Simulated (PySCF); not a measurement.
SMILES c1ccc(Sc2nccs2)cc1 (C₉H₇NS₂), singlet (GFN2-xTB optimised geometry):

```
19

C     -1.065    -3.653    -0.124
C     -1.144    -2.632    -1.058
C     -0.241    -1.585    -1.028
C      0.729    -1.560    -0.040
S      1.937    -0.244     0.026
C      0.913     1.155     0.000
N     -0.372     1.155     0.000
C     -0.870     2.414    -0.001
C      0.051     3.409     0.000
S      1.648     2.755     0.000
C      0.823    -2.579     0.894
C     -0.078    -3.629     0.847
H     -1.771    -4.469    -0.156
H     -1.909    -2.653    -1.820
H     -0.295    -0.792    -1.756
H     -1.937     2.541    -0.001
H     -0.101     4.469     0.000
H      1.594    -2.546     1.649
H     -0.010    -4.424     1.573
```

Calculation: PBE/def2-SVP run with PySCF.

Task: What are the frontier orbital energies and the dipole moment?

Result: HOMO-2 -6.46 eV, HOMO-1 -6.17 eV, HOMO -5.11 eV, LUMO -1.60 eV, LUMO+1 -1.26 eV; dipole moment 0.82 D.

On the same geometry PBE0/def2-SVP (PySCF) gives HOMO-2 -7.54 eV, HOMO-1 -7.37 eV, HOMO -6.17 eV, LUMO -0.79 eV, LUMO+1 -0.39 eV; dipole moment 0.95 D.

Meta-Löwdin charges at PBE/def2-SVP: C1 -0.10, C2 -0.10, C3 -0.09, C4 -0.05, S5 0.14, C6 -0.08, N7 -0.25, C8 -0.04, C9 -0.26, S10 0.22, C11 -0.11, C12 -0.10, H13 0.11, H14 0.11, H15 0.12, H16 0.12, H17 0.14, H18 0.11, H19 0.11.
